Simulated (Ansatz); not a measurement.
Calculated with Ansatz (gas phase, PBE0-D4/def2-TZVP geometries, no zero-point term in ΔE). CBS: MP2 limit from def2 TZ/QZ plus the TZ coupled-cluster correction, frozen cores. This one scheme is used for every species. DFT in def2-TZVPP. Triplets are unrestricted, without spin–orbit coupling. Each species was taken in one conformer, which may not be the lowest.

Consider the formal loss of a carbene: `C[SiH](F)N=C=O` → `[CH2]` (triplet) + `O=C=N[SiH2]F`.

| species | revPBE-D4 energy (Eh) |
| --- | --- |
| `C[SiH](F)N=C=O` | -598.06934 |
| `[CH2]` (triplet) | -39.15947 |
| `O=C=N[SiH2]F` | -558.72503 |

**Question.** Work out ΔE.

**Answer.** ΔE = (-39.15947) + (-558.72503) − (-598.06934) = 0.18484 Eh = +116.0 kcal/mol. CCSD(T)/CBS gives +117.7 kcal/mol.

Largest T1 diagnostic among the species: 0.015.

In def2-TZVPP, CCSD(T) changes the Hartree–Fock value by +33.3 kcal/mol (the triples alone add +2.7 kcal/mol) and MP2 by +36.6 kcal/mol. Leaving LDA and LC-ωPBE aside and taking each functional with its dispersion term where it has one, the values, not all of them listed here, spread over 7.8 kcal/mol, from r2SCAN0-D4 to ωB97X-V. LDA lies +17.5 kcal/mol from PBE without D4.
